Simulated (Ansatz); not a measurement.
Computed with Ansatz on PBE0-D4/def2-TZVP structures; ΔE is electronic, products minus reactants. CBS: MP2 limit from def2 TZ/QZ plus the TZ coupled-cluster correction, frozen cores. This one scheme is used for every species. Functionals use def2-TZVPP. Elements past krypton have def2 core potentials. For In outer-core shells are correlated without core-valence functions, which leaves a few kJ/mol of doubt a bond. One conformer a species, not always the lowest.

Reaction (hydrogenolysis of the In–Cl bond): `C[CH2][In]([Cl])[CH](C)C` + H₂ → `C[CH2][InH][CH](C)C` + HCl

`C[CH2][In]([Cl])[CH](C)C`:

Z-matrix (Å, degrees):
```
C
C 1 1.521
H 1 1.092 2 111.7
H 1 1.092 2 111.9 3 -119.6
H 1 1.095 2 111.1 3 120.5
In 2 2.156 1 113.7 3 55.7
H 2 1.093 1 111.8 3 178.0
H 2 1.095 1 111.1 3 -63.4
C 6 2.168 2 142.6 1 159.5
Cl 6 2.384 2 109.1 1 -21.5
C 9 1.521 6 113.1 2 -9.2
C 9 1.522 6 110.4 2 -136.0
H 9 1.096 6 103.0 2 108.3
H 11 1.093 9 112.6 6 57.2
H 11 1.094 9 111.8 6 -64.0
H 11 1.097 9 110.6 6 177.2
H 12 1.092 9 112.1 6 -53.2
H 12 1.095 9 111.7 6 67.7
H 12 1.097 9 110.4 6 -173.6
```

H₂:

Z-matrix (Å, degrees):
```
H
H 1 0.746
```

`C[CH2][InH][CH](C)C`:

Z-matrix (Å, degrees):
```
C
C 1 1.523
H 1 1.096 2 111.8
H 1 1.093 2 111.9 3 -120.0
H 1 1.093 2 112.0 3 120.2
In 2 2.173 1 117.0 3 179.8
H 2 1.096 1 110.7 3 -58.6
H 2 1.095 1 110.9 3 57.8
C 6 2.188 2 124.6 1 5.3
H 6 1.745 2 118.2 1 -174.9
C 9 1.522 6 113.9 2 13.1
C 9 1.524 6 111.0 2 139.8
H 9 1.098 6 103.7 2 -104.5
H 11 1.092 9 112.5 6 -57.6
H 11 1.095 9 111.8 6 63.0
H 11 1.098 9 111.0 6 -178.0
H 12 1.098 9 111.1 6 175.0
H 12 1.095 9 111.7 6 -66.2
H 12 1.093 9 112.4 6 54.5
```

HCl:

```xyz
2

Cl   -0.447    0.106    0.445
H     0.447   -0.106   -0.445
```

```json
{"level": "r2SCANh-D4", "ΔE (kcal/mol)": "33.7", "difference from CCSD(T)/CBS": "0.4"}
{"level": "BLYP", "ΔE (kcal/mol)": "32.1", "difference from CCSD(T)/CBS": "-1.2"}
{"level": "r2SCAN", "ΔE (kcal/mol)": "33.9", "difference from CCSD(T)/CBS": "0.6"}
{"level": "r2SCANh", "ΔE (kcal/mol)": "33.5", "difference from CCSD(T)/CBS": "0.2"}
{"level": "BHLYP", "ΔE (kcal/mol)": "31.4", "difference from CCSD(T)/CBS": "-1.9"}
{"level": "CCSD(T)/def2-SVP", "ΔE (kcal/mol)": "30.4", "difference from CCSD(T)/CBS": "-2.9"}
{"level": "SCS-MP2/def2-TZVPP", "ΔE (kcal/mol)": "32.7", "difference from CCSD(T)/CBS": "-0.6"}
{"level": "SCS-MP2/def2-QZVPP", "ΔE (kcal/mol)": "33.9", "difference from CCSD(T)/CBS": "0.6"}
{"level": "MP2/CBS(def2)", "ΔE (kcal/mol)": "36.2", "difference from CCSD(T)/CBS": "2.9"}
{"level": "CCSD/CBS(def2)", "ΔE (kcal/mol)": "32.4", "difference from CCSD(T)/CBS": "-0.9"}
{"level": "CCSD(T)/CBS", "ΔE (kcal/mol)": "33.3", "difference from CCSD(T)/CBS": "0"}
```

Largest T1 diagnostic among the species: 0.011.

The D4 term adds +1.4 kcal/mol with B3LYP and +0.8 kcal/mol with PBE0; it sums over pairs of atoms, weighted by their polarisabilities, and B3LYP, whose exchange is more repulsive, gets the larger term. At CCSD(T), def2-SVP lies −2.9 kcal/mol from the extrapolated value and def2-TZVPP −2.1 kcal/mol.

B3LYP here is the variant with VWN-RPA as its local correlation; programs differ in this.
